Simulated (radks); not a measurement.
Trend from Rb+ to Xe+: ionisation energy by Delta-SCF between NIST ground configurations, and size. Calculated with a radial shooting solver on a logarithmic mesh with Libxc functionals: Dirac Kohn-Sham, LDA (Slater exchange, Perdew-Wang correlation), spin-unpolarised, spherical densities, finite nucleus; open shells are shared between the two j in proportion to 2j + 1; Fermi nuclear charge, rms radius of each element as measured or else 0.836 A^(1/3) + 0.57 fm.

| species | configuration | configuration of the ion | IE (eV) | NIST (eV) | kind | -e(HOMO) (eV) | r at 0.001 e/bohr^3 (bohr) |
|---|---|---|---|---|---|---|---|
| Rb+ | [Kr] | [Ar] 3d10 4s2 4p5 | 27.764 | 27.290 | exp. | 21.496 (4p3/2) | 3.64 |
| Sr+ | [Kr] 5s1 | [Kr] | 11.176 | 11.030 | exp. | 8.581 (5s1/2) | 4.46 |
| Zr+ | [Kr] 4d2 5s1 | [Kr] 4d2 | 13.234 | 13.130 | exp. | 10.129 (4d5/2) | 4.47 |
| Nb+ | [Kr] 4d4 | [Kr] 4d3 | 14.273 | 14.320 | semi-emp. | 9.480 (4d5/2) | 4.09 |
| Mo+ | [Kr] 4d5 | [Kr] 4d4 | 15.700 | 16.2 | semi-emp. | 10.573 (4d5/2) | 4.01 |
| Tc+ | [Kr] 4d5 5s1 | [Kr] 4d5 | 15.195 | 15.260 | semi-emp. | 11.717 (5s1/2) | 4.21 |
| Ru+ | [Kr] 4d7 | [Kr] 4d6 | 18.437 | 16.8 | semi-emp. | 12.668 (4d5/2) | 3.83 |
| Rh+ | [Kr] 4d8 | [Kr] 4d7 | 19.768 | 18.080 | semi-emp. | 13.688 (4d5/2) | 3.75 |
| Pd+ | [Kr] 4d9 | [Kr] 4d8 | 21.083 | 19.4 | semi-emp. | 14.695 (4d5/2) | 3.67 |
| Ag+ | [Kr] 4d10 | [Kr] 4d9 | 22.387 | 21.484 | exp. | 15.694 (4d5/2) | 3.59 |
| Cd+ | [Kr] 4d10 5s1 | [Kr] 4d10 | 17.514 | 16.908 | exp. | 13.450 (5s1/2) | 3.85 |
| In+ | [Kr] 4d10 5s2 | [Kr] 4d10 5s1 | 19.655 | 18.870 | exp. | 15.300 (5s1/2) | 3.98 |
| Sn+ | [Kr] 4d10 5s2 5p1 | [Kr] 4d10 5s2 | 14.277 | 14.633 | exp. | 10.334 (5p3/2) | 4.20 |
| Sb+ | [Kr] 4d10 5s2 5p2 | [Kr] 4d10 5s2 5p1 | 16.269 | 16.63 | exp. | 11.989 (5p3/2) | 4.27 |
| Te+ | [Kr] 4d10 5s2 5p3 | [Kr] 4d10 5s2 5p2 | 18.194 | 18.6 | exp. | 13.591 (5p3/2) | 4.25 |
| I+ | [Kr] 4d10 5s2 5p4 | [Kr] 4d10 5s2 5p3 | 20.090 | 19.131 | exp. | 15.169 (5p3/2) | 4.19 |
| Xe+ | [Kr] 4d10 5s2 5p5 | [Kr] 4d10 5s2 5p4 | 21.978 | 20.975 | semi-emp. | 16.736 (5p3/2) | 4.12 |

Reference values: NIST Atomic Spectra Database (exp. = measured, semi-emp. = semi-empirical, theory = theoretical value adopted there). Spin polarisation and multiplet splitting are left out, so open shells lie too high by an amount that depends on their filling. Sharing an open shell by 2j + 1 raises it above the true ground level by a part of the spin-orbit splitting, which enters the differences from NIST.

Beside tabulated values, note that spin-unpolarised runs miss the spin-polarisation part of the exchange energy of open shells.
